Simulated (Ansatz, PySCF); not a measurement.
Potential energy curve for SMILES [GeH3][CH3] (CH6Ge), singlet. The Ge2–H8 bond (Ge2 also carries C, H, H; H8 carries nothing else) is varied alone, starting from the PBE0/def2-TZVP optimised geometry.

Methods: UHF/cc-pVDZ (PySCF); RHF/cc-pVDZ (PySCF); UKS-wB97X-V = PySCF with unrestricted wB97X-V/cc-pVDZ; RKS-wB97X-V = restricted wB97X-V/cc-pVDZ (PySCF 2.14.0); UKS-r2SCAN = unrestricted r2SCAN/cc-pVDZ (PySCF); RKS-r2SCAN = restricted r2SCAN/cc-pVDZ (PySCF); UKS-CAM-B3LYP = unrestricted CAM-B3LYP/cc-pVDZ run with PySCF; RKS-CAM-B3LYP = restricted CAM-B3LYP/cc-pVDZ run with PySCF; UKS-PBE = unrestricted PBE/cc-pVDZ (Ansatz, an electronic-structure program); RKS-PBE = restricted PBE/cc-pVDZ (Ansatz); UKS-B3LYP/6-31G* = unrestricted B3LYP/6-31G*, spherical d run with PySCF; RKS-B3LYP/6-31G* = restricted B3LYP/6-31G*, spherical d (PySCF); UKS-LDA (SVWN5)/6-31G* = unrestricted LDA (SVWN5)/6-31G*, spherical d (PySCF 2.14.0); RKS-LDA (SVWN5)/6-31G* = restricted LDA (SVWN5)/6-31G*, spherical d run with PySCF 2.14.0.

Scanned distances (Å): 1.17, 1.23, 1.30, 1.39, 1.45, 1.49, 1.54, 1.57, 1.62, 1.68, 1.78, 1.89, 2.07, 2.33, 2.57, 2.76, 3.10, 3.41, 3.80, 4.17, 4.67, 5.32.

**Question.** Where does the unrestricted solution first break spin symmetry (<S²> of 0.01 or more)?

**Answer.** UHF: between 2.07 and 2.33 Å; UKS-wB97X-V: between 2.33 and 2.57 Å; UKS-r2SCAN: between 2.33 and 2.57 Å; UKS-CAM-B3LYP: between 2.33 and 2.57 Å; UKS-PBE: between 2.76 and 3.10 Å; UKS-B3LYP/6-31G*: between 2.57 and 2.76 Å; UKS-LDA (SVWN5)/6-31G*: between 2.76 and 3.10 Å.

```tsv
R / Å	<S²> UHF	E(RHF) − E(UHF) / kJ/mol	<S²> UKS-wB97X-V	E(RKS-wB97X-V) − E(UKS-wB97X-V) / kJ/mol	<S²> UKS-r2SCAN	E(RKS-r2SCAN) − E(UKS-r2SCAN) / kJ/mol	<S²> UKS-CAM-B3LYP	E(RKS-CAM-B3LYP) − E(UKS-CAM-B3LYP) / kJ/mol	<S²> UKS-PBE	E(RKS-PBE) − E(UKS-PBE) / kJ/mol	<S²> UKS-B3LYP/6-31G*	E(RKS-B3LYP/6-31G*) − E(UKS-B3LYP/6-31G*) / kJ/mol	<S²> UKS-LDA (SVWN5)/6-31G*	E(RKS-LDA (SVWN5)/6-31G*) − E(UKS-LDA (SVWN5)/6-31G*) / kJ/mol
1.17	0.00	0.0	0.00	0.0	0.00	0.0	0.00	0.0	0.00	0.0	0.00	0.0	0.00	0.0
1.23	0.00	0.0	0.00	0.0	0.00	0.0	0.00	0.0	0.00	0.0	0.00	0.0	0.00	0.0
1.30	0.00	0.0	0.00	0.0	0.00	0.0	0.00	0.0	0.00	0.0	0.00	0.0	0.00	0.0
1.39	0.00	0.0	0.00	0.0	0.00	0.0	0.00	0.0	0.00	0.0	0.00	0.0	0.00	0.0
1.45	0.00	0.0	0.00	0.0	0.00	0.0	0.00	0.0	0.00	0.0	0.00	0.0	0.00	0.0
1.49	0.00	0.0	0.00	0.0	0.00	0.0	0.00	0.0	0.00	0.0	0.00	0.0	0.00	0.0
1.54	0.00	0.0	0.00	0.0	0.00	0.0	0.00	0.0	0.00	0.0	0.00	0.0	0.00	0.0
1.57	0.00	0.0	0.00	0.0	0.00	0.0	0.00	0.0	0.00	0.0	0.00	0.0	0.00	0.0
1.62	0.00	0.0	0.00	0.0	0.00	0.0	0.00	0.0	0.00	0.0	0.00	0.0	0.00	0.0
1.68	0.00	0.0	0.00	0.0	0.00	0.0	0.00	0.0	0.00	0.0	0.00	0.0	0.00	0.0
1.78	0.00	0.0	0.00	0.0	0.00	0.0	0.00	0.0	0.00	0.0	0.00	0.0	0.00	0.0
1.89	0.00	0.0	0.00	0.0	0.00	0.0	0.00	0.0	0.00	0.0	0.00	0.0	0.00	0.0
2.07	0.00	0.0	0.00	0.0	0.00	0.0	0.00	0.0	0.00	0.0	0.00	0.0	0.00	0.0
2.33	0.30	7.4	0.00	0.0	0.00	0.0	0.00	0.0	0.00	0.0	0.00	0.0	0.00	0.0
2.57	0.62	43.4	0.10	0.4	0.16	1.0	0.16	1.6	0.00	0.0	0.00	0.0	0.00	0.0
2.76	0.77	81.4	0.45	12.7	0.47	11.8	0.44	13.9	0.00	0.0	0.27	4.1	0.00	0.0
3.10	0.90	153.1	0.78	56.2	0.71	41.4	0.74	51.5	0.57	12.4	0.65	28.5	0.36	4.1
3.41	0.96	214.0	0.91	102.7	0.84	68.5	0.88	90.1	0.82	34.8	0.83	56.9	0.68	20.3
3.80	0.99	279.8	0.97	157.7	0.93	97.5	0.96	134.9	0.95	63.2	0.94	90.6	0.87	44.0
4.17	1.00	330.9	0.99	202.0	0.97	118.9	0.98	170.3	0.99	84.8	0.98	116.9	0.95	63.7
4.67	1.00	384.1	1.00	248.7	1.00	139.0	1.00	206.9	1.00	104.7	1.00	142.6	0.99	83.1
5.32	1.00	430.9	1.00	290.0	1.00	153.6	1.00	238.5	1.00	119.0	1.00	162.7	1.00	97.5
```
